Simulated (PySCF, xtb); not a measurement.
diboron tetrachloride cation (B₂Cl₄), SMILES ClB(Cl)B(Cl)Cl (connectivity only; charge and spin as stated), charge +1, multiplicity 2. The values are those of a single conformer.

Harmonic wavenumbers (cm⁻¹) from GFN2-xTB (xtb) at its own minimum, in rising order: 24, 88, 88, 143, 283, 323, 401, 401, 605, 665, 849, 849.

### Question
What does PySCF 2.14.0 with PBE-D3(BJ)/def2-SVP give at its own minimum? (An estimate is asked for; the answer gives what the named calculation found.)

### Answer
44, 92, 92, 148, 283, 377, 377, 406, 689, 808, 1095, 1095. Paired by order, the mean absolute difference is 69 cm⁻¹ and the zero-point energies are 6.7 and 7.9 kcal/mol.
